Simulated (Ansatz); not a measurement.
Coupled-cluster diagnostics for the cluster Pt₃, Ansatz.

Geometry of the singlet (PBE-D4/def2-TZVP):

```xyz
3

Pt    0.2694    0.9208    1.0576
Pt   -1.3431   -0.4007   -0.2729
Pt    1.0737   -0.5201   -0.7847
```

In the def2 sets Pt takes a core potential; there is no spin–orbit coupling. Correlated methods freeze no core orbitals; core or outer-core shells of Pt are correlated, in sets that lack core-valence functions. The structure comes from a short search, and lower isomers may exist.

(1) Estimate the CCSD(T) correlation energy, the shares of MP2 and (T), T1 and the reference's ⟨S²⟩ for: charge 0, singlet, own geometry in def2-TZVPP; and the rough time on 4 threads of Arm Neoverse V1 on a shared host.

## Answers

(1) 
```
                          state       basis  correlation (eV)  MP2 share (%)  (T) share (%)     T1  ⟨S²⟩ (pure)  wall time                  remarks
charge 0, singlet, own geometry  def2-TZVPP           -49.242          105.8            5.1  0.027  0.00 (0.00)       95 s  restricted SCF unstable
```
Customary marks for T1 are 0.02 (closed shells), 0.045 (open shells) and about 0.05 (3d metals). T1 exceeds 0.02 in 1 of 1 rows and 0.045 in 0; the higher it lies, the less the single-reference result can be trusted.
